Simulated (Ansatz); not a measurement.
Geometry optimisation, RKS B3LYP-D4/def2-SVP in Ansatz.

input.yaml

```yaml
crystal:
  periodic: [false, false, false]
  atoms:
    - { symbol: "N", position_ang: [-1.1199, 2.0832, 0.2745] }
    - { symbol: Al, position_ang: [-0.5571, 0.7652, -0.9296] }
    - { symbol: Se, position_ang: [1.1253, 1.264, -2.551] }
    - { symbol: S, position_ang: [-1.2738, -1.3345, -0.7423] }
    - { symbol: Si, position_ang: [0.183, -1.8794, 0.6557] }
    - { symbol: H, position_ang: [-0.62233, 2.96024, 0.12939] }
    - { symbol: H, position_ang: [-2.12874, 2.26013, 0.13281] }
    - { symbol: H, position_ang: [2.2771, 0.9043, -1.518] }
    - { symbol: H, position_ang: [0.0814, -0.9941, 1.9036] }
    - { symbol: H, position_ang: [1.508, -1.7046, 0.0792] }
    - { symbol: H, position_ang: [-0.0024, -3.2752, 1.0974] }
basis:
  gaussian: { orbitals: def2-SVP }
hamiltonian:
  xc: b3lyp
  dispersion: d4
relax:
  f_tol: 0.015
  max_steps: 40
```

Command:

```bash
$ ansatz run input.yaml --threads 2 --pin off --max-ram 3072MiB --backend cpu --events-out ev --progress --plain --runs-dir out
```

**Question.** Where does it end, and by what steps?

**Answer.** It converged. The force dipped under the threshold on the way, but the program's further checks kept it going. After 24 steps the energy has fallen by 0.830 eV; Se3 moved furthest, 1.59 Å.

```json
{"step": "0", "energy less start (eV)": "0.0000", "largest force component (eV/Å)": "1.571", "accepted": "yes"}
{"step": "1", "energy less start (eV)": "-0.3303", "largest force component (eV/Å)": "1.439", "accepted": "yes"}
{"step": "2", "energy less start (eV)": "-0.4362", "largest force component (eV/Å)": "1.882", "accepted": "yes"}
{"step": "3", "energy less start (eV)": "-0.5188", "largest force component (eV/Å)": "0.953", "accepted": "yes"}
{"step": "4", "energy less start (eV)": "-0.6004", "largest force component (eV/Å)": "0.358", "accepted": "yes"}
{"step": "5", "energy less start (eV)": "-0.6273", "largest force component (eV/Å)": "0.547", "accepted": "yes"}
{"step": "6", "energy less start (eV)": "-0.6909", "largest force component (eV/Å)": "0.274", "accepted": "yes"}
{"step": "7", "energy less start (eV)": "-0.7346", "largest force component (eV/Å)": "0.196", "accepted": "yes"}
{"step": "8", "energy less start (eV)": "-0.7558", "largest force component (eV/Å)": "0.074", "accepted": "yes"}
{"step": "9", "energy less start (eV)": "-0.7810", "largest force component (eV/Å)": "0.195", "accepted": "yes"}
{"step": "10", "energy less start (eV)": "-0.7682", "largest force component (eV/Å)": "0.941", "accepted": "no"}
{"step": "11", "energy less start (eV)": "-0.7906", "largest force component (eV/Å)": "0.111", "accepted": "yes"}
{"step": "12", "energy less start (eV)": "-0.7992", "largest force component (eV/Å)": "0.074", "accepted": "yes"}
{"step": "13", "energy less start (eV)": "-0.8066", "largest force component (eV/Å)": "0.292", "accepted": "yes"}
{"step": "14", "energy less start (eV)": "-0.8083", "largest force component (eV/Å)": "0.376", "accepted": "yes"}
{"step": "15", "energy less start (eV)": "-0.8137", "largest force component (eV/Å)": "0.179", "accepted": "yes"}
{"step": "16", "energy less start (eV)": "-0.8135", "largest force component (eV/Å)": "0.249", "accepted": "no"}
{"step": "17", "energy less start (eV)": "-0.8216", "largest force component (eV/Å)": "0.042", "accepted": "yes"}
{"step": "18", "energy less start (eV)": "-0.8260", "largest force component (eV/Å)": "0.039", "accepted": "yes"}
{"step": "19", "energy less start (eV)": "-0.8266", "largest force component (eV/Å)": "0.119", "accepted": "yes"}
{"step": "20", "energy less start (eV)": "-0.8282", "largest force component (eV/Å)": "0.082", "accepted": "yes"}
{"step": "21", "energy less start (eV)": "-0.8295", "largest force component (eV/Å)": "0.032", "accepted": "yes"}
{"step": "22", "energy less start (eV)": "-0.8298", "largest force component (eV/Å)": "0.017", "accepted": "yes"}
{"step": "23", "energy less start (eV)": "-0.8299", "largest force component (eV/Å)": "0.014", "accepted": "yes"}
{"step": "24", "energy less start (eV)": "-0.8300", "largest force component (eV/Å)": "0.012", "accepted": "yes"}
```

```xyz
11
Properties=species:S:1:pos:R:3
N -1.544 2.466 -0.338
Al -0.477 1.070 -0.521
Se 1.748 1.437 -1.096
S -1.308 -0.924 -0.118
Si 0.437 -2.009 0.554
H -1.330 3.415 -0.626
H -2.479 2.421 0.057
H 1.938 0.036 -1.520
H 1.142 -1.301 1.659
H 1.404 -2.237 -0.559
H -0.061 -3.324 1.039
```

Run time: 100 s on 2 threads of Intel(R) Xeon(R) Platinum 8488C (Sapphire Rapids), on a shared host, peak memory 0.38 GiB.
